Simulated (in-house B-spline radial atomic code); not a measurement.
Computed with a B-spline radial atomic code. Model: two electrons, singlet ground state, non-relativistic, full CI in B-splines with partial waves to l = 8 (at full coupling up to 3e-4 hartree above the limit, correlation up to 0.6 % small), density held at that of full coupling by Lieb maximisation.

Along the adiabatic connection the electron repulsion is scaled by a coupling λ while a local potential keeps the density fixed. At λ = 0 the system is the Kohn-Sham one and W equals the exchange energy; the exchange-correlation energy is the area under W between 0 and 1. The kinetic energy rises with λ as the electrons avoid each other, with dT/dλ = −λ dW/dλ.

Command:
```bash
python run_ac.py task.json out
```
Settings (lengths in bohr, energies in hartree):
```
potential              gauss
strength               24.9
lmax                   8
second                 3.36
```

Run time, properties included: 27 s on 1 thread of Intel(R) Xeon(R) Processor @ 2.30GHz, with other jobs on the host.

**W = mean repulsion less Hartree energy, and W of three functionals.**

Given: confinement Gaussian well; well depth 24.9 hartree; well width 3.36 bohr; external potential -V exp(-r^2/w^2).

Computed: PBE exchange minus exact 45.673 millihartree; SCAN exchange minus exact 3.5761 millihartree.

```json
{"coupling": "0", "W xc (hartree)": "-1.0723", "W xc minus exchange (millihartree)": "0", "kinetic minus Kohn-Sham (millihartree)": "0", "LDA (PW92) W minus its exchange (millihartree)": "0", "PBE W minus its exchange (millihartree)": "0", "SCAN W minus its exchange (millihartree)": "0"}
{"coupling": "0.02", "W xc (hartree)": "-1.0743", "W xc minus exchange (millihartree)": "-1.979", "kinetic minus Kohn-Sham (millihartree)": "0.02", "LDA (PW92) W minus its exchange (millihartree)": "-12.14", "PBE W minus its exchange (millihartree)": "-3.24", "SCAN W minus its exchange (millihartree)": "-1.9"}
{"coupling": "0.05", "W xc (hartree)": "-1.0772", "W xc minus exchange (millihartree)": "-4.916", "kinetic minus Kohn-Sham (millihartree)": "0.12", "LDA (PW92) W minus its exchange (millihartree)": "-24.91", "PBE W minus its exchange (millihartree)": "-7.91", "SCAN W minus its exchange (millihartree)": "-4.68"}
{"coupling": "0.12", "W xc (hartree)": "-1.0839", "W xc minus exchange (millihartree)": "-11.62", "kinetic minus Kohn-Sham (millihartree)": "0.69", "LDA (PW92) W minus its exchange (millihartree)": "-47.77", "PBE W minus its exchange (millihartree)": "-18.14", "SCAN W minus its exchange (millihartree)": "-10.97"}
{"coupling": "0.25", "W xc (hartree)": "-1.0959", "W xc minus exchange (millihartree)": "-23.539", "kinetic minus Kohn-Sham (millihartree)": "2.89", "LDA (PW92) W minus its exchange (millihartree)": "-79.78", "PBE W minus its exchange (millihartree)": "-35.29", "SCAN W minus its exchange (millihartree)": "-22.02"}
{"coupling": "0.4", "W xc (hartree)": "-1.1088", "W xc minus exchange (millihartree)": "-36.487", "kinetic minus Kohn-Sham (millihartree)": "7.09", "LDA (PW92) W minus its exchange (millihartree)": "-108.73", "PBE W minus its exchange (millihartree)": "-52.89", "SCAN W minus its exchange (millihartree)": "-33.95"}
{"coupling": "0.6", "W xc (hartree)": "-1.1248", "W xc minus exchange (millihartree)": "-52.52", "kinetic minus Kohn-Sham (millihartree)": "15.08", "LDA (PW92) W minus its exchange (millihartree)": "-140.08", "PBE W minus its exchange (millihartree)": "-73.71", "SCAN W minus its exchange (millihartree)": "-48.71"}
{"coupling": "0.8", "W xc (hartree)": "?", "W xc minus exchange (millihartree)": "?", "kinetic minus Kohn-Sham (millihartree)": "?", "LDA (PW92) W minus its exchange (millihartree)": "?", "PBE W minus its exchange (millihartree)": "?", "SCAN W minus its exchange (millihartree)": "?"}
{"coupling": "1", "W xc (hartree)": "-1.1532", "W xc minus exchange (millihartree)": "-80.885", "kinetic minus Kohn-Sham (millihartree)": "37.62", "LDA (PW92) W minus its exchange (millihartree)": "-188.81", "PBE W minus its exchange (millihartree)": "-108.91", "SCAN W minus its exchange (millihartree)": "-75.01"}
{"coupling": "1.4", "W xc (hartree)": "-1.1774", "W xc minus exchange (millihartree)": "-105.11", "kinetic minus Kohn-Sham (millihartree)": "66.56", "LDA (PW92) W minus its exchange (millihartree)": "-226.57", "PBE W minus its exchange (millihartree)": "-138.07", "SCAN W minus its exchange (millihartree)": "-97.86"}
{"coupling": "2", "W xc (hartree)": "?", "W xc minus exchange (millihartree)": "?", "kinetic minus Kohn-Sham (millihartree)": "?", "LDA (PW92) W minus its exchange (millihartree)": "?", "PBE W minus its exchange (millihartree)": "?", "SCAN W minus its exchange (millihartree)": "?"}
{"coupling": "3", "W xc (hartree)": "-1.2462", "W xc minus exchange (millihartree)": "-173.93", "kinetic minus Kohn-Sham (millihartree)": "213.09", "LDA (PW92) W minus its exchange (millihartree)": "-325.84", "PBE W minus its exchange (millihartree)": "-220.47", "SCAN W minus its exchange (millihartree)": "-166.06"}
{"coupling": "4.5", "W xc (hartree)": "-1.2866", "W xc minus exchange (millihartree)": "-214.31", "kinetic minus Kohn-Sham (millihartree)": "362.51", "LDA (PW92) W minus its exchange (millihartree)": "-383.17", "PBE W minus its exchange (millihartree)": "-270.78", "SCAN W minus its exchange (millihartree)": "-209.05"}
{"coupling": "7", "W xc (hartree)": "-1.3291", "W xc minus exchange (millihartree)": "-256.8", "kinetic minus Kohn-Sham (millihartree)": "602.23", "LDA (PW92) W minus its exchange (millihartree)": "-445.62", "PBE W minus its exchange (millihartree)": "-327.14", "SCAN W minus its exchange (millihartree)": "-256.65"}
{"coupling": "10", "W xc (hartree)": "-1.3604", "W xc minus exchange (millihartree)": "-288.06", "kinetic minus Kohn-Sham (millihartree)": "864.34", "LDA (PW92) W minus its exchange (millihartree)": "-494.15", "PBE W minus its exchange (millihartree)": "-371.78", "SCAN W minus its exchange (millihartree)": "-292.44"}
```

(1) What belongs in the row 0.8?

(2) What belongs in the row 2?

(3) What is the LDA exchange minus exact?

**Energy parts, natural occupations and partial-wave weights.**

Computed: total energy -42.6108 hartree; correlation energy -0.043266 hartree; kinetic part of the DFT correlation energy 0.03762 hartree; initial slope twice GL2 -0.099403 hartree; kinetic part over minus potential part 0.4651; Kohn-Sham kinetic 2.7134 hartree; Lieb Oxford ratio E_xc over LDA exchange 1.2169.

```
natural  occupation of the shell (electrons)
      s                               1.9851
      p                             0.013358
      s                                    ?
      d                           0.00050177
      p                           0.00010956
      f                           6.3237e-05
```

(4) What belongs in the row s?

```tsv
wave	weight
s	0.99295
p	0.006737
d	?
f	3.4924e-05
g	7.8641e-06
```

(5) What belongs in the row d?

(6) What is the exchange energy?

(7) What is the Hartree energy?

Answers

(1) W xc (hartree): -1.1396; W xc minus exchange (millihartree): -67.277; kinetic minus Kohn-Sham (millihartree): 25.39; LDA (PW92) W minus its exchange (millihartree): -166.23; PBE W minus its exchange (millihartree): -92.22; SCAN W minus its exchange (millihartree): -62.35.

(2) W xc (hartree): -1.2077; W xc minus exchange (millihartree): -135.34; kinetic minus Kohn-Sham (millihartree): 117.63; LDA (PW92) W minus its exchange (millihartree): -271.02; PBE W minus its exchange (millihartree): -174.08; SCAN W minus its exchange (millihartree): -127.12.

(3) 155.55 millihartree.

(4) occupation of the shell (electrons): 0.00078916.

(5) weight: 0.00026271.

(6) -1.0723 hartree.

(7) 2.1446 hartree.

Half-way to full coupling W has made 55 % of its drop, against 50 % for a straight line, and second-order (GL2) theory, half the initial slope, overshoots the correlation energy by about 15 %: a moderate bend, as in light atoms. Over couplings 0 to 1 the errors in E_xc come to about +82 millihartree for LDA, +28 millihartree for PBE, +6.6 millihartree for SCAN, so SCAN is nearest. In LDA and PBE the errors of exchange and correlation have opposite signs, so the sum is smaller than the larger of the two.
